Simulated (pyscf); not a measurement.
Single points on ωB97X-D3(BJ)/def2-SVP structures (PySCF, gas phase).

Question: For the elementary gas-phase step H₂N–SiH₂–NH–SiH₂–NH–GeH₃ → H₂N–SiH₂–NH–SiH₂–NH₂ + GeH₂ [singlet] (singlet surface; Ge–N, Ge–H broken, H–N formed), what barrier and reaction energy does ωB97M-D3(BJ)/def2-TZVP give, measured from the reactant's lowest minimum found?

Answer: ΔE‡ = 60.6 kcal/mol, ΔE = +40.6 kcal/mol. Zero-point energy shifts the barrier by -2.3 kcal/mol. It is a 1,1-elimination, with an imaginary mode of 1624i cm⁻¹. On the product side the descent ends in an adduct with a Ge–N contact, 29.1 kcal/mol under the separated species and 45.0 kcal/mol under the saddle at ωB97X-D3(BJ)/def2-TZVP. What is counted as broken (Ge–N) persists as a longer contact in the product adduct; parting that adduct is a step of its own. At ωB97X-D3(BJ)/def2-TZVP the barrier from the zero used here is 63.7 kcal/mol. One saddle was located; it need not be the lowest between these sides. Elements up to Kr have no core potential and no relativistic terms here.
